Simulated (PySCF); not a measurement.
# Vibration and rotation of CsN

ROHF-CCSD(T) constants of CsN, ³Σ⁻ (triplet), unpaired electrons π ↑↑ (Cs def2-SVPD with ECP46, N def2-SVPD; scalar-relativistic core potentials (PySCF 2.14); masses 132.9054 and 14.0031 u):

- ωe: 231.4 cm⁻¹
- ωexe: 5.46 cm⁻¹
- Be: 0.16019 cm⁻¹
- αe: 0.00274 cm⁻¹
- D (centrifugal): 3.07e-07 cm⁻¹
- De to Cs + N: 0.342 eV

Task: Give the vibrational terms G(v) and spacings up to v = 3.

Result: G(v) = ωe(v+½) − ωexe(v+½)².

| v | G(v) (cm⁻¹) | G(v) − G(v−1) | Bv (cm⁻¹) |
| --- | --- | --- | --- |
| 0 | 114 |  | 0.1588 |
| 1 | 335 | 220 | 0.1561 |
| 2 | 544 | 210 | 0.1533 |
| 3 | 743 | 199 | 0.1506 |

Task: How well does the Morse estimate ωe²/(4ωexe) reproduce De, and what is D0?

Result: It gives 0.304 eV, 89 % of the computed De. D0 = De − G(0) = 0.342 − 0.014 = 0.328 eV.

Correlated steps freeze 1 core orbital. The bond is weak. Basis-set superposition, not corrected here, can be much of De in a small basis, most of all at correlated wavefunction levels. These are scalar-relativistic numbers at best; spin–orbit coupling would shift them, the dissociation energy most. The CCSD T1 diagnostic is raised, a sign that a single reference may not be enough here. The state is the lowest determinant that a PBE0 search found; another state may lie lower at other levels.
